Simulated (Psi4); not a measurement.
Job for Psi4: SAPT0/jun-cc-pV(D+d)Z on H5P (a complex), monomers drawn apart or pushed together.

```
memory 1800 MB

molecule dimer {
0 1
P    -0.17174498    0.15678966   -0.14074234
H    -1.49194435   -0.11720154    0.29923090
H    -0.48995360   -0.05068976   -1.50775205
H     0.26103284   -1.17997218    0.05251970
--
0 1
H     0.23164993   -0.31446299    4.77405133
H     0.45690671    0.17552626    4.26093186
units angstrom
symmetry c1
no_reorient
no_com
}

set {
  basis jun-cc-pV(D+d)Z
  scf_type df
  freeze_core true
}

energy('sapt0')
```

Output:

```
[...]
==> Input File <==

--------------------------------------------------------------------------
memory 1800 MB

molecule dimer {
0 1
P    -0.17174498    0.15678966   -0.14074234
H    -1.49194435   -0.11720154    0.29923090
H    -0.48995360   -0.05068976   -1.50775205
H     0.26103284   -1.17997218    0.05251970
--
0 1
H     0.23164993   -0.31446299    4.77405133
H     0.45690671    0.17552626    4.26093186
units angstrom
symmetry c1
no_reorient
no_com
}

set {
  basis jun-cc-pV(D+d)Z
  scf_type df
  freeze_core true
}

energy('sapt0')
--------------------------------------------------------------------------


   => Loading Basis Set <=

    Name: JUN-CC-PV(D+D)Z
    Role: ORBITAL
    Keyword: BASIS
    atoms 1   entry P          line   632 file jun-cc-pv_dpd_z.gbs
    atoms 2-6 entry H          line    60 file jun-cc-pv_dpd_z.gbs

   => Loading Basis Set <=

    Name: JUN-CC-PV(D+D)Z
    Role: ORBITAL
    Keyword: BASIS
    atoms 1   entry P          line   632 file jun-cc-pv_dpd_z.gbs
    atoms 2-6 entry H          line    60 file jun-cc-pv_dpd_z.gbs


  //>>>>>>>>>>>>>>>>>>>>>>>>>>>>>>>>>>>//
  //              Dimer HF             //
  //<<<<<<<<<<<<<<<<<<<<<<<<<<<<<<<<<<<//

   => Libint2 <=

    Primary   basis highest AM E, G, H:  7, 6, 3
    Auxiliary basis highest AM E, G, H:  7, 7, 4
    Onebody   basis highest AM E, G, H:  -, -, -
    Solid Harmonics ordering:            Gaussian


   => Loading Basis Set <=

    Name: JUN-CC-PV(D+D)Z
    Role: ORBITAL
    Keyword: BASIS
    atoms 1   entry P          line   632 file jun-cc-pv_dpd_z.gbs
    atoms 2-6 entry H          line    60 file jun-cc-pv_dpd_z.gbs


         ---------------------------------------------------------
                                   SCF
               by Justin Turney, Rob Parrish, Andy Simmonett
                          and Daniel G. A. Smith
                              RHF Reference
                        1 Threads,   1716 MiB Core
         ---------------------------------------------------------

  ==> Geometry <==

    Molecular point group: c1
    Full point group: C1

    Geometry (in Angstrom), charge = 0, multiplicity = 1:

       Center              X                  Y                   Z               Mass
    ------------   -----------------  -----------------  -----------------  -----------------
         P           -0.171744980000     0.156789660000    -0.140742340000    30.973761998420
         H           -1.491944350000    -0.117201540000     0.299230900000     1.007825032230
         H           -0.489953600000    -0.050689760000    -1.507752050000     1.007825032230
         H            0.261032840000    -1.179972180000     0.052519700000     1.007825032230
         H            0.231649930000    -0.314462990000     4.774051330000     1.007825032230
         H            0.456906710000     0.175526260000     4.260931860000     1.007825032230

  Running in c1 symmetry.

  Rotational constants: A =      3.02657  B =      0.36192  C =      0.34780 [cm^-1]
  Rotational constants: A =  90734.26412  B =  10850.11780  C =  10426.65454 [MHz]
  Nuclear repulsion =   22.288184563655882

  Charge       = 0
  Multiplicity = 1
  Electrons    = 20
  Nalpha       = 10
  Nbeta        = 10

  ==> Algorithm <==

  SCF Algorithm Type is DF.
  DIIS enabled.
  MOM disabled.
  Fractional occupation disabled.
  Guess Type is SAD.
  Energy threshold   = 1.00e-08
  Density threshold  = 1.00e-08
  Integral threshold = 1.00e-12

  ==> Primary Basis <==

  Basis Set: JUN-CC-PV(D+D)Z
    Blend: JUN-CC-PV(D+D)Z
    Number of shells: 26
    Number of basis functions: 52
    Number of Cartesian functions: 54
    Spherical Harmonics?: true
    Max angular momentum: 2

   => Loading Basis Set <=

    Name: (JUN-CC-PV(D+D)Z AUX)
    Role: JKFIT
    Keyword: DF_BASIS_SCF
    atoms 1   entry P          line   586 file jun-cc-pvdz-jkfit.gbs
    atoms 2-6 entry H          line    70 file jun-cc-pvdz-jkfit.gbs

  ==> Integral Setup <==

  DFHelper Memory: AOs need 0.005 GiB; user supplied 1.257 GiB.
  SCF_SUBTYPE=INCORE selected. In-core MEM_DF algorithm will be used.
  Using in-core AOs.

  ==> MemDFJK: Density-Fitted J/K Matrices <==

    J tasked:                   Yes
    K tasked:                   Yes
    wK tasked:                   No
    OpenMP threads:               1
    Algorithm:                 Core
    Schwarz Cutoff:           1E-12
    Mask sparsity (%):       5.5473
    Fitting Condition:        1E-10

   => Auxiliary Basis Set <=

  Basis Set: (JUN-CC-PV(D+D)Z AUX)
    Blend: JUN-CC-PVDZ-JKFIT
    Number of shells: 84
    Number of basis functions: 236
    Number of Cartesian functions: 265
    Spherical Harmonics?: true
    Max angular momentum: 3

  Minimum eigenvalue in the overlap matrix is 1.2062605329E-02.
  Reciprocal condition number of the overlap matrix is 2.6278807049E-03.
    Using symmetric orthogonalization.

  ==> Pre-Iterations <==

  SCF Guess: Superposition of Atomic Densities via on-the-fly atomic
[...]
    17A      1.241769    18A      1.241800    19A      1.261007
      20A      1.264028    21A      1.265558    22A      1.293516
      23A      1.307730    24A      1.397351    25A      1.408504
      26A      1.410802    27A      1.805731    28A      1.900377
      29A      1.902836    30A      1.907321    31A      1.957739
      32A      2.040406    33A      2.041371    34A      2.053812
      35A      2.057124    36A      2.243839    37A      2.244951
      38A      2.326005    39A      2.836892    40A      3.044904
      41A      3.046579    42A      3.584076    43A      5.641894
      44A      9.199215    45A      9.200477    46A      9.200587
      47A      9.288415    48A      9.288826    49A     17.165867
      50A     17.304327    51A     17.308790    52A    120.055644

    Final Occupation by Irrep:
              A
    DOCC [     1 ]
    NA   [     1 ]
    NB   [     1 ]

  @DF-RHF Final Energy:    -1.12875118803721

   => Energetics <=

    Nuclear Repulsion Energy =              0.7108837135023869
    One-Electron Energy =                  -2.4969277370729248
    Two-Electron Energy =                   0.6572928355333232
    Total Energy =                         -1.1287511880372147

Computation Completed


Properties will be evaluated at   0.000000,   0.000000,   0.000000 [a0]

Properties computed using the SCF density matrix


 Multipole Moments:

 ------------------------------------------------------------------------------------
     Multipole            Electronic (a.u.)      Nuclear  (a.u.)        Total (a.u.)
 ------------------------------------------------------------------------------------

 L = 1.  Multiply by 2.5417464519 to convert [e a0] to [Debye]
 Dipole X            :         -1.3002257            1.3011835            0.0009578
 Dipole Y            :          0.2636575           -0.2625524            0.0011051
 Dipole Z            :        -17.0715931           17.0736438            0.0020507
 Magnitude           :                                                    0.0025187

 ------------------------------------------------------------------------------------

  Constructing Basis Sets for SAPT...

   => Loading Basis Set <=

    Name: (JUN-CC-PV(D+D)Z AUX)
    Role: RIFIT
    Keyword: DF_BASIS_SAPT
    atoms 1   entry P          line   432 file jun-cc-pvdz-ri.gbs
    atoms 2-6 entry H          line    30 file jun-cc-pvdz-ri.gbs

   => Loading Basis Set <=

    Name: (JUN-CC-PV(D+D)Z AUX)
    Role: JKFIT
    Keyword: DF_BASIS_ELST
    atoms 1   entry P          line   586 file jun-cc-pvdz-jkfit.gbs
    atoms 2-6 entry H          line    70 file jun-cc-pvdz-jkfit.gbs


  //>>>>>>>>>>>>>>>>>>>>>>>>>>>>>>>>>>>//
  //               SAPT0               //
  //<<<<<<<<<<<<<<<<<<<<<<<<<<<<<<<<<<<//



        SAPT0
    Ed Hohenstein
     6 June 2009

      Orbital Information
  --------------------------
    NSO        =        52
    NMO        =        52
    NRI        =       155
    NRI (Elst) =       236
    NOCC A     =         9
    NOCC B     =         1
    FOCC A     =         5
    FOCC B     =         0
    NVIR A     =        43
    NVIR B     =        51

    Elst10,r            =    -0.000062413217 [Eh]
    Exch10              =     0.000019689029 [Eh]
    Exch10 (S^2)        =     0.000019688414 [Eh]

    Maxiter = 50
    CPHF R converge = 1.000000E-08

    Iter     Energy [mEh]          dE [mEh]         Residual      Time [s]
       1      -0.00078427       0.000784271     1.075520e-04             0
       2      -0.00094744       0.000163165     4.019144e-05             0
       3      -0.00094932       0.000001888     8.490750e-06             0
       4      -0.00094469      -0.000004640     1.436890e-06             0
       5      -0.00094533       0.000000645     3.964257e-07             0
       6      -0.00094531      -0.000000020     1.057219e-07             0
       7      -0.00094528      -0.000000029     1.248937e-08             0
       8      -0.00094528       0.000000003     1.896347e-09             0

    CHF Iterations converged

    Maxiter = 50
    CPHF R converge = 1.000000E-08

    Iter     Energy [mEh]          dE [mEh]         Residual      Time [s]
       1      -0.00144619       0.001446193     1.429114e-04             0
       2      -0.00173216       0.000285968     1.599621e-05             0
       3      -0.00172302      -0.000009140     1.212491e-06             0
       4      -0.00172338       0.000000364     1.141030e-07             0
       5      -0.00172337      -0.000000019     8.433044e-09             0

    CHF Iterations converged

    Ind20,r (A<-B)      =    -0.000000945284 [Eh]
    Ind20,r (B<-A)      =    -0.000001723365 [Eh]
    Ind20,r             =    -0.000002668650 [Eh]
    Exch-Ind20,r (A<-B) =     0.000000466824 [Eh]
    Exch-Ind20,r (B<-A) =     0.000000748547 [Eh]
    Exch-Ind20,r        =     0.000001215371 [Eh]
    Disp20              =    -0.000074729463 [Eh]
    Disp20 (SS)         =    -0.000037364731 [Eh]
    Disp20 (OS)         =    -0.000037364731 [Eh]
    Exch-Disp20         =     0.000000807971 [Eh]
    Exch-Disp20 (SS)    =     0.000000422887 [Eh]
    Exch-Disp20 (OS)    =     0.000000385085 [Eh]

    SAPT Results
  --------------------------------------------------------------------------------------------------------
    Electrostatics                 -0.06241322 [mEh]      -0.03916488 [kcal/mol]      -0.16386588 [kJ/mol]
      Elst10,r                     -0.06241322 [mEh]      -0.03916488 [kcal/mol]      -0.16386588 [kJ/mol]

    Exchange                        0.01968903 [mEh]       0.01235505 [kcal/mol]       0.05169354 [kJ/mol]
      Exch10                        0.01968903 [mEh]       0.01235505 [kcal/mol]       0.05169354 [kJ/mol]
      Exch10(S^2)                   0.01968841 [mEh]       0.01235467 [kcal/mol]       0.05169192 [kJ/mol]

    Induction                      -0.00315688 [mEh]      -0.00198097 [kcal/mol]      -0.00828838 [kJ/mol]
      Ind20,r                      -0.00266865 [mEh]      -0.00167460 [kcal/mol]      -0.00700654 [kJ/mol]
      Exch-Ind20,r                  0.00121537 [mEh]       0.00076266 [kcal/mol]       0.00319095 [kJ/mol]
      delta HF,r (2)               -0.00170360 [mEh]      -0.00106902 [kcal/mol]      -0.00447280 [kJ/mol]

    Dispersion                     -0.07392149 [mEh]      -0.04638644 [kcal/mol]      -0.19408085 [kJ/mol]
      Disp20                       -0.07472946 [mEh]      -0.04689345 [kcal/mol]      -0.19620218 [kJ/mol]
      Exch-Disp20                   0.00080797 [mEh]       0.00050701 [kcal/mol]       0.00212133 [kJ/mol]
      Disp20 (SS)                  -0.03736473 [mEh]      -0.02344672 [kcal/mol]      -0.09810109 [kJ/mol]
      Disp20 (OS)                  -0.03736473 [mEh]      -0.02344672 [kcal/mol]      -0.09810109 [kJ/mol]
      Exch-Disp20 (SS)              0.00042289 [mEh]       0.00026537 [kcal/mol]       0.00111029 [kJ/mol]
      Exch-Disp20 (OS)              0.00038508 [mEh]       0.00024164 [kcal/mol]       0.00101104 [kJ/mol]

  Total HF                         -0.04588107 [mEh]      -0.02879080 [kcal/mol]      -0.12046072 [kJ/mol]
  Total SAPT0                      -0.11980256 [mEh]      -0.07517724 [kcal/mol]      -0.31454157 [kJ/mol]

  Special recipe for scaled SAPT0 (see Manual):
    Electrostatics sSAPT0          -0.06241322 [mEh]      -0.03916488 [kcal/mol]      -0.16386588 [kJ/mol]
    Exchange sSAPT0                 0.01968903 [mEh]       0.01235505 [kcal/mol]       0.05169354 [kJ/mol]
    Induction sSAPT0               -0.00315676 [mEh]      -0.00198090 [kcal/mol]      -0.00828808 [kJ/mol]
    Dispersion sSAPT0              -0.07392142 [mEh]      -0.04638639 [kcal/mol]      -0.19408065 [kJ/mol]
  Total sSAPT0                     -0.11980237 [mEh]      -0.07517712 [kcal/mol]      -0.31454107 [kJ/mol]
  --------------------------------------------------------------------------------------------------------



*** Psi4 exiting successfully. Buy a developer a beer!
```

The run finished.

Cost: very roughly 7 core-seconds.
